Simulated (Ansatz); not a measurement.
Start from `NB(O)[TeH]` and change one atom or group to get `NB(O)C=O`.

Ansatz, PBE0-D4/def2-TZVP geometries, multiplicity 1. Each molecule was computed in one conformer, which needn't be the lowest.

Elements past krypton have def2 core potentials.  Spin–orbit coupling is left out; it splits and shifts lone-pair levels of the heavy atoms by tenths of an eV.

```
                                      property  `NB(O)[TeH]`
           HOMO–LUMO gap (PBE/def2-TZVPP) / eV          4.13
         HOMO–LUMO gap (B3LYP/def2-TZVPP) / eV          5.51
size of the dipole moment (PBE/def2-TZVPP) / D          3.58
             HOMO energy (PBE/def2-TZVPP) / eV         -5.07
zero-point energy (PBE0-D4/def2-TZVP) / kJ/mol         138.4
             LUMO energy (PBE/def2-TZVPP) / eV         -0.94
```

Q: Give the same properties after the change, and the shifts. (An estimate is asked.)

A: Ansatz gave: 
| property | `NB(O)C=O` | shift |
| --- | --- | --- |
| HOMO–LUMO gap (PBE/def2-TZVPP) / eV | 2.75 | -1.38 |
| HOMO–LUMO gap (B3LYP/def2-TZVPP) / eV | 4.97 | -0.54 |
| size of the dipole moment (PBE/def2-TZVPP) / D | 3.66 | 0.08 |
| HOMO energy (PBE/def2-TZVPP) / eV | -5.30 | -0.23 |
| zero-point energy (PBE0-D4/def2-TZVP) / kJ/mol | 171.3 | 32.9 |
| LUMO energy (PBE/def2-TZVPP) / eV | -2.55 | -1.61 |

With PBE0 the HOMO falls by 0.80 eV and the LUMO falls by 1.35 eV, so the gap narrows by about 0.55 eV. PBE moves the HOMO by -0.23 eV and ωB97M-V by -1.13 eV. The zero-point energy changes by 32.9 kJ/mol with +3 modes. Dipoles are sizes alone; their direction can turn.

B3LYP here is the variant with VWN-RPA as its local correlation; programs differ in this.
